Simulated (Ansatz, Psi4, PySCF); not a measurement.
H3AlO3, singlet, at a GFN2-xTB geometry (such geometries of metal compounds can be far from the true shape). Base run: B3LYP/6-31G* (PySCF).

PySCF was given this input:
```python
from pyscf import gto, scf, dft

mol = gto.M(
    atom='''
Al   -0.00000000   -0.00000000   -0.00000000
O    -1.08597176   -1.25217867    0.07815260
H    -1.93325027   -1.43797965   -0.30182312
O    -0.33424217    1.33110871   -0.93264447
H     0.10698534    2.14443421   -1.13414960
O     1.42021393   -0.07893003    0.85449188
H     1.82626493   -0.70645456    1.43597272
''',
    basis='6-31g*',
    verbose=4,
)

mf = dft.RKS(mol)
mf.xc = 'b3lyp'
mf.kernel()
```

The same geometry, method and basis name were run in Ansatz (an electronic-structure program) and Psi4 and PySCF, at each program's defaults and at the settings that a row names. The base is PySCF at its defaults. Differences at the defaults can come from grids, fitting, cores and function types together.

```tsv
code and settings	ΔE vs base (µEh)	basis functions	E (Eh)	SCF cycles
PySCF, defaults (exact integrals, its default grid, spherical functions)	0.0	66	-470.04000	8
Psi4, defaults (density fitting with its default set, its default grid, Cartesian functions)	-6285	70	-470.04628	7
Ansatz, defaults (factorised integrals, its default grid, Cartesian functions)	-6325	70	-470.04632	-
PySCF, density fitting with def2-universal-jkfit	-50.5	66	-470.04005	8
PySCF, fine grid	-1.7	66	-470.04000	8
Psi4, exact integrals, spherical functions, fine grid	-0.9	66	-470.04000	10
Ansatz, high accuracy, Cartesian functions as the basis file defines them	-6325	70	-470.04632	-
```
